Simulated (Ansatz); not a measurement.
Isolated molecules relaxed with PBE0-D4/def2-TZVP in Ansatz; ΔE leaves out vibrations. CCSD(T)/CBS adds triple-zeta CCSD(T) − MP2 to the extrapolated MP2 energy (def2 sets, frozen cores). DFT in def2-TZVPP. B3LYP here is the variant with VWN-RPA as its local correlation; programs differ in this. Each species was taken in one conformer, which may not be the lowest.

Consider the formal exchange of groups at the Si–Si bond: `N[SiH](O)[SiH2]F` + `CC(N)=O` → `NC(=O)[SiH2]F` + `C[SiH](N)O`.

```
             level  ΔE (kJ/mol)  difference from CCSD(T)/CBS
            PBE-D4        -23.5                         10.0
         r2SCAN-D4        -31.3                          2.2
           PBE0-D4        -22.8                         10.7
          B3LYP-D4        -30.8                          2.7
           ωB97X-V        -27.4                          6.1
           ωB97M-V        -36.4                         -2.9
            B2PLYP        -34.6                         -1.1
               PBE        -23.4                         10.1
            r2SCAN        -31.3                          2.2
              PBE0        -22.8                         10.7
             B3LYP        -30.6                          2.9
     HF/def2-TZVPP        -27.1                          6.4
    MP2/def2-TZVPP        -39.8                         -6.3
SCS-MP2/def2-TZVPP        -37.6                         -4.1
   CCSD/def2-TZVPP        -32.2                          1.3
CCSD(T)/def2-TZVPP        -33.4                          0.1
     HF/def2-QZVPP        -27.4                          6.1
    MP2/def2-QZVPP        -39.9                         -6.4
SCS-MP2/def2-QZVPP        -37.8                         -4.3
      HF/CBS(def2)        -27.4                          6.1
     MP2/CBS(def2)        -39.8                         -6.3
    CCSD/CBS(def2)        -32.2                          1.3
       CCSD(T)/CBS        -33.5                            0
```

Largest T1 diagnostic among the species: 0.015.

In def2-TZVPP, CCSD(T) changes the Hartree–Fock value by −6.4 kJ/mol (the triples alone add −1.3 kJ/mol) and MP2 by −12.7 kJ/mol.
